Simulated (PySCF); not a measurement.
H4MgOSi, SMILES [MgH][O][SiH3].

Geometry optimised at B3LYP-D3(BJ)/def2-TZVP.

Level of theory: PySCF with IEF-PCM-M06-2X/def2-SVP.

The values are the electrostatic part of the solvation free energy, E(continuum) − E(gas) at the gas-phase geometry, in a cavity of scaled van der Waals radii (PySCF's table); cavitation and dispersion terms are not included. A continuum can't describe solvent molecules that bind to the metal. In vacuum the orbital gap is 9.03 eV. The dipole moment in vacuum is 1.40 D.

```tsv
solvent	ε	ΔG(elec) (kcal/mol)	dipole (D)	gap (eV)
water	78.36	-10.9	1.31	9.50
cyclohexanone	15.62	-10.0	1.32	9.46
dichloromethane	8.93	-9.2	1.33	9.42
```
